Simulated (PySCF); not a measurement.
Computed properties of CH4MgO, SMILES C[O][MgH]

Mg(H)(OMe) (CH₄MgO), SMILES C[O][MgH]. Geometry optimised at B3LYP-D3(BJ)/def2-TZVP. One conformer was computed; it need not be the lowest. All values are computed for the isolated molecule unless a solvent is named; none is compared with measurement here.

**Structure.** The optimised structure has C3v symmetry. All 15 harmonic modes at B3LYP-D3(BJ)/def2-TZVP (PySCF) are real, so it is a minimum. With heavy atoms numbered as in [MgH:1][O:3][CH3:4], the shortest bond between them is O3–C4 at 1.386 Å and the longest Mg1–O3 at 1.766 Å.

**Vibrations.** The strongest infrared lines (harmonic, unscaled, degenerate partners summed) lie at 323 cm⁻¹ (574 km/mol, H 85 %, Mg 12 %), 1238 cm⁻¹ (341 km/mol, O 60 %, C 36 %), 1666 cm⁻¹ (167 km/mol, H 95 %). The softest mode is at 101 cm⁻¹ and the zero-point energy is 28.8 kcal/mol.

**Electronic structure.** B3LYP/def2-TZVPD (PySCF) places the frontier levels at -6.90 and -0.92 eV, a gap of 5.98 eV, and gives a dipole moment of 0.10 D and a mean polarisability of 46.7 bohr³.

**Excitations.** TDA-B3LYP/def2-SVPD (PySCF) has S1 at 5.03 eV (246 nm, f = 0.037, weak); the most intense of the 10 singlets computed lies at 6.67 eV (f = 0.41). Strengths of degenerate partners are summed. T1 (TDA) is at 4.81 eV, 0.22 eV under S1. No vertical singlet excitation falls in the visible range (under 3.1 eV).

**NMR.** GIAO shifts at KT2/pcSseg-2 (PySCF) (non-relativistic, atoms alike by connectivity averaged): ¹³C at 60.3 ppm against TMS; ¹H at 4.4 ppm against TMS.
